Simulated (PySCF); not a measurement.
A structure optimised at B3LYP-D3(BJ)/def2-SVP, used in a PySCF frequency run:

```xyz
12

O     -0.4764     1.9716    -0.4554
C     -0.6818     0.8246    -0.1852
O     -1.9201     0.2505     0.0277
C     -1.4161    -1.1094     0.3086
B      0.0652    -0.5819     0.1148
C      1.5325    -1.0231     0.2979
O      2.5264    -0.1612    -0.2144
H     -1.8011    -1.8302    -0.4319
H     -1.7202    -1.4397     1.3156
H      1.6297    -1.1745     1.4069
H      1.7061    -2.0366    -0.1105
H      2.2120     0.7504    -0.1448
```
Charge 0, spin multiplicity 1.

Problem. Write its SMILES and formula.

Solution. O=C1OCB1CO, C3H5BO3

Problem. What are its rotational constants (standard atomic weights)?

Solution. 4.3523, 2.0065, 1.4015 GHz
